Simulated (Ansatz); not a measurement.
Species: CH$_{2}$BI$_{2}$, charge 0, multiplicity 2. It need not be the lowest isomer of its formula. 
Geometry from a B3LYP-D3(BJ)/def2-TZVP (Ansatz, an electronic-structure program) optimisation:
SMILES: IB(I)[CH2]
```xyz
6

C     -2.3201    -0.2722     0.1413
B     -0.8331    -0.0977     0.0508
I      0.4680    -1.6587     0.7254
I     -0.0175     1.7115    -0.7529
H     -3.0138     0.4928    -0.1888
H     -2.7740    -1.1718     0.5414
```
Charge 0, spin multiplicity 2.

Total electronic energies in hartree. Correlated levels leave the core frozen unless marked. UHF or UKS for open shells. No spin-orbit coupling. The frozen core is the preceding noble-gas configuration, with the filled d and f shells of earlier blocks. In def2 rows, elements after Kr have scalar-relativistic effective core potentials. Basis-set limits of correlation are two-point, X^-3; Hartree-Fock from the larger set.

```json
[
 {"level": "SVWN5/def2-TZVPD", "program": "Ansatz", "energy (Eh)": "-658.14110"},
 {"level": "PBE/def2-TZVPD", "program": "Ansatz", "energy (Eh)": "-659.48694"},
 {"level": "PBE-D4/def2-TZVPD", "program": "Ansatz + dftd4", "energy (Eh)": "-659.49423"},
 {"level": "BLYP-D3(BJ)/def2-TZVPD", "program": "Ansatz + dftd3", "energy (Eh)": "-659.47890"},
 {"level": "revPBE-D4/def2-TZVPD", "program": "Ansatz + dftd4", "energy (Eh)": "-659.68921"},
 {"level": "PBE0-D4/def2-TZVPD", "program": "Ansatz + dftd4", "energy (Eh)": "-659.55555"},
 {"level": "BHLYP/def2-TZVPD", "program": "Ansatz", "energy (Eh)": "-659.47200"},
 {"level": "HSE06/def2-TZVPD", "program": "Ansatz", "energy (Eh)": "-659.54218"},
 {"level": "LC-wPBE/def2-TZVPD", "program": "Ansatz", "energy (Eh)": "-659.62245"},
 {"level": "MP2/def2-TZVPPD", "program": "Ansatz", "energy (Eh)": "-657.60041"},
 {"level": "RI-MP2/def2-QZVPPD", "program": "Ansatz", "energy (Eh)": "-657.65679"},
 {"level": "SCS-MP2/def2-QZVPP", "program": "Ansatz", "energy (Eh)": "-657.65609"},
 {"level": "CCSD(T)/def2-TZVPP", "program": "Ansatz", "energy (Eh)": "-657.66710"},
 {"level": "CCSD(T)/def2-QZVPP", "program": "Ansatz", "energy (Eh)": "-657.72587"},
 {"level": "CCSD(T)/CBS(def2-TZVPPD,def2-QZVPPD)", "program": "Ansatz", "energy (Eh)": "-657.7638"}
]
```

Totals of different functionals don't rank their quality; only differences between species are comparable.
